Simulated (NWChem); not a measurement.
Species: SeIBr; SMILES Br[Se]I

Program: NWChem. Medium grid unless said otherwise, to which SCAN and Minnesota functionals are sensitive. Geometry: optimised at PBE0/def2-SVP. def2 effective core potentials on I; no spin-orbit coupling.

Problem. Order these by “dipole (D)”, lowest first: OLYP/def2-SVP; LDA (Slater exchange, PW92)/def2-SVP; PW6B95/def2-SVP; M06/def2-SVP.

Solution. LDA (Slater exchange, PW92)/def2-SVP (0.49), OLYP/def2-SVP (0.56), PW6B95/def2-SVP (0.61), M06/def2-SVP (0.70)
